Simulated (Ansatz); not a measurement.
`C[N]([GeH3])[SiH](O)F`, relaxed with RKS PBE0-D4/def2-TZVP in the Gaussian-basis code of Ansatz from a GFN2-xTB geometry. The force threshold is 0.005 eV/Å; the program also tests the step.

Total charge 0; spin multiplicity 1.

Start:

```xyz
14

C    -1.076    0.750   -1.283
N    -0.276    0.166   -0.223
Ge   -0.540    0.547    1.556
Si    1.089   -0.785   -0.584
O     1.562   -1.178    0.917
F     0.707   -2.141   -1.369
H    -1.443   -0.028   -1.958
H    -0.500    1.467   -1.874
H    -1.933    1.268   -0.853
H    -0.838   -0.701    2.324
H     0.660    1.237    2.128
H    -1.732    1.464    1.561
H     2.134   -0.178   -1.386
H     2.187   -1.887    1.044
```

Q: How much energy does the relaxation release, and in how many steps? (Best estimate.)

A: Ansatz gave: 0.20 eV, in 38 steps, 4 of them rejected.

Q: Which bonds change most? (An estimate is asked.)

A: Computed: Ge3–H11 from 1.497 to 1.540 Å; Ge3–H12 from 1.505 to 1.541 Å; Ge3–H10 from 1.495 to 1.530 Å; Si4–H13 from 1.450 to 1.478 Å.

Q: Give the relaxed structure. (Estimate.)

A: The calculation gave: 
```xyz
14

C    -0.780    1.037   -1.179
N    -0.153    0.205   -0.161
Ge   -0.836    0.396    1.548
Si    1.035   -0.920   -0.582
O     2.061   -1.067    0.682
F     0.475   -2.396   -0.871
H    -1.831    0.771   -1.339
H    -0.264    0.929   -2.137
H    -0.739    2.098   -0.909
H    -0.276   -0.718    2.434
H    -0.452    1.789    2.080
H    -2.371    0.307    1.443
H     1.684   -0.500   -1.841
H     2.448   -1.930    0.832
```
